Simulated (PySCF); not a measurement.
**Building multiplets from coupling constants**

Structure with atom numbers: `[CH2:1]=[CH:2][BH2-:3][NH2+:4][CH3:5]`. Hydrogens are named by the atom that carries them. Ha(C1) is cis to B3; Hb(C1) is trans to B3.

- σ from GIAO-PBE0/pcSseg-1
- J couplings at B3LYP/pcJ-1 (spin–dipole term only in couplings to heteroatoms)
- structure optimised with PBE0-D3(BJ)/def2-SVP
- code: PySCF 2.14.0 with density-fitted response routines
- isolated molecule, one averaged value for each set of equivalent atoms, one conformer, relativity neglected

δ = σ(ref) − σ, references computed at the same level: TMS for 1H (σ = 31.27 ppm).

Spectrometer: 800 MHz for 1H. First-order analysis; couplings under 1 Hz (under 4 Hz in carbon signals) are ignored, and nearly equal couplings are merged; the smaller ones broaden or split the lines further.

Q: What pattern does Ha(C1) show (1H)?

A: A doublet of doublets at δ 4.47: 21.6 Hz to H(C2) (1 × 1H, 3 bonds away), 2.4 Hz to Hb(C1) (1 × 1H, 2 bonds away). Lines in Hz from the centre (relative intensity): +12.0 (1), +9.6 (1), -9.6 (1), -12.0 (1). The outer lines are 24.0 Hz apart, the sum of the couplings kept, or 0.030 ppm at this field.

Q: What pattern does H(C2) show (1H)?

A: A doublet of doublets at δ 7.03: 21.6 Hz to Ha(C1) (1 × 1H, 3 bonds away), 15.1 Hz to Hb(C1) (1 × 1H, 3 bonds away). Lines in Hz from the centre (relative intensity): +18.4 (1), +3.2 (1), -3.2 (1), -18.4 (1). The outer lines are 36.7 Hz apart, the sum of the couplings kept, or 0.046 ppm at this field.

Q: What pattern does Hb(C1) show (1H)?

A: A doublet of doublets at δ 5.21: 15.1 Hz to H(C2) (1 × 1H, 3 bonds away), 2.4 Hz to Ha(C1) (1 × 1H, 2 bonds away). Lines in Hz from the centre (relative intensity): +8.8 (1), +6.3 (1), -6.3 (1), -8.8 (1). The outer lines are 17.5 Hz apart, the sum of the couplings kept, or 0.022 ppm at this field.

OH and NH positions are those of a molecule without intermolecular hydrogen bonds; in solution they move with solvent, concentration and temperature, and exchange usually removes their couplings. Hydrogens on boron are broadened and split by 11B (spin 3/2, 80 %) and 10B (spin 3). Unscaled 3J(H,H) at this level run about 10 % above measured values. Chain 3J(H,H) values assume equally populated staggered rotamers: (2 J gauche + J anti)/3.
